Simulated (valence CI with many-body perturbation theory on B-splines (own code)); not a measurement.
## Al8+: calculated level list

Level of theory: valence CI with perturbative core correlation (CI+MBPT): three valence electrons over a frozen Dirac-Fock core [He], a basis of 9 s, 9 p, 8 d, 6 f, 3 g, 1 h functions for each j, with the one-electron correlation potential Σ1 (screened to all orders), the two-electron term Σ2, the three-electron term Σ3, Breit, model QED; selected single and double excitations, second order for the rest (own B-spline code, finite nucleus).

No measured spectrum was set against this ion. As an estimate, levels of excited configurations hold to 0.05 to 0.15 % of their energy, terms of the ground configuration to about 0.5 %.

Levels 1 to 44 of 44, with energies above the lowest level, 2s²2p ²P°_1/2. "Leading %" is the weight of the configuration and term that name the level; weights of strongly mixed levels are sums over their largest components and can fall short. In the jj column 3d3/2^4 stands for four electrons in 3d with j = 3/2.

```
No.  Configuration  Term    J  E (eV)  Leading %              Leading jj  Second component
  1          2s²2p   ²P°  1/2    0.00         97       2s^2 2p1/2 (97 %)                  
  2          2s²2p   ²P°  3/2    0.61         96       2s^2 2p3/2 (96 %)                  
  3          2s2p²    ⁴P  1/2   17.99        100       2s 2p1/2^2 (46 %)                  
  4          2s2p²    ⁴P  3/2   18.20        100   2s 2p1/2 2p3/2 (89 %)                  
  5          2s2p²    ⁴P  5/2   18.51        100       2s 2p3/2^2 (64 %)                  
  6          2s2p²    ²D  5/2   32.21        100   2s 2p1/2 2p3/2 (64 %)                  
  7          2s2p²    ²D  3/2   32.21        100   2s 2p1/2 2p3/2 (68 %)                  
  8          2s2p²    ²S  1/2   41.28         98       2s 2p3/2^2 (60 %)                  
  9          2s2p²    ²P  1/2   43.93         98   2s 2p1/2 2p3/2 (65 %)                  
 10          2s2p²    ²P  3/2   44.29         99       2s 2p3/2^2 (57 %)                  
 11            2p³   ⁴S°  3/2   57.13        100    2p1/2 2p3/2^2 (55 %)                  
 12            2p³   ²D°  5/2   64.48         99    2p1/2 2p3/2^2 (99 %)                  
 13            2p³   ²D°  3/2   64.49         99    2p1/2 2p3/2^2 (44 %)                  
 14            2p³   ²P°  1/2   72.58         96    2p1/2 2p3/2^2 (96 %)                  
 15            2p³   ²P°  3/2   72.62         96          2p3/2^3 (54 %)                  
 16          2s²3s    ²S  1/2  186.08         93          2s^2 3s (93 %)      5 % 2p²3s ²S
 17          2s²3p   ²P°  1/2  195.07         90       2s^2 3p1/2 (90 %)     5 % 2p²3p ²P°
 18          2s²3p   ²P°  3/2  195.23         90       2s^2 3p3/2 (90 %)     5 % 2p²3p ²P°
 19          2s²3d    ²D  3/2  203.58         93       2s^2 3d3/2 (93 %)      5 % 2p²3d ²D
 20          2s²3d    ²D  5/2  203.62         93       2s^2 3d5/2 (93 %)      5 % 2p²3d ²D
 21         2s2p3s   ⁴P°  1/2  205.38         98      2s 2p1/2 3s (88 %)                  
 22         2s2p3s   ⁴P°  3/2  205.58         98      2s 2p1/2 3s (58 %)                  
 23         2s2p3s   ⁴P°  5/2  205.95         98      2s 2p3/2 3s (98 %)                  
 24         2s2p3s   ²P°  1/2  209.61         94      2s 2p1/2 3s (72 %)                  
 25         2s2p3s   ²P°  3/2  210.02         94      2s 2p3/2 3s (85 %)                  
 26         2s2p3p    ²P  1/2  213.34         67   2s 2p1/2 3p1/2 (70 %)    30 % 2s2p3p ⁴D
 27         2s2p3p    ²P  3/2  213.53         69   2s 2p1/2 3p1/2 (49 %)    27 % 2s2p3p ⁴D
 28         2s2p3p    ⁴D  1/2  213.73         69   2s 2p3/2 3p3/2 (33 %)    28 % 2s2p3p ²P
 29         2s2p3p    ⁴D  3/2  213.82         72   2s 2p1/2 3p3/2 (39 %)    26 % 2s2p3p ²P
 30         2s2p3p    ⁴D  5/2  213.96         99   2s 2p1/2 3p3/2 (42 %)                  
 31         2s2p3p    ⁴D  7/2  214.28         99   2s 2p3/2 3p3/2 (99 %)                  
 32         2s2p3p    ⁴S  3/2  215.59         97   2s 2p3/2 3p3/2 (43 %)                  
 33         2s2p3p    ⁴P  1/2  216.75         99   2s 2p1/2 3p1/2 (47 %)                  
 34         2s2p3p    ⁴P  3/2  216.92         97   2s 2p3/2 3p1/2 (56 %)                  
 35         2s2p3p    ⁴P  5/2  217.10         98   2s 2p3/2 3p3/2 (58 %)                  
 36         2s2p3p    ²D  3/2  217.88         97   2s 2p1/2 3p3/2 (57 %)                  
 37         2s2p3p    ²D  5/2  218.27         97   2s 2p3/2 3p3/2 (55 %)                  
 38         2s2p3p    ²S  1/2  220.81         98   2s 2p3/2 3p3/2 (57 %)                  
 39         2s2p3d   ⁴F°  3/2  220.83         99   2s 2p1/2 3d3/2 (80 %)                  
 40         2s2p3d   ⁴F°  5/2  220.94         99   2s 2p1/2 3d3/2 (37 %)                  
 41         2s2p3d   ⁴F°  7/2  221.12         99   2s 2p1/2 3d5/2 (39 %)                  
 42         2s2p3d   ⁴F°  9/2  221.37        100  2s 2p3/2 3d5/2 (100 %)                  
 43         2s2p3d   ⁴D°  1/2  222.88         97   2s 2p1/2 3d3/2 (54 %)                  
 44         2s2p3d   ⁴D°  3/2  222.90         92   2s 2p3/2 3d3/2 (29 %)
```

Names give the largest LS component (configuration and term), which can be under half, so a name can repeat, a term be missing and a line seem to break the LS rules; names also repeat where a configuration has a term twice.

Where two levels of one J and parity lie close, their mixing, g and order are uncertain.

The ionisation energy to 2s² ¹S0 of the next ion comes out as 330.16 eV (NIST: 330.21 ± 0.04 eV (semi-empirical)). All 44 levels together are meant to be complete up to 222.91 eV.
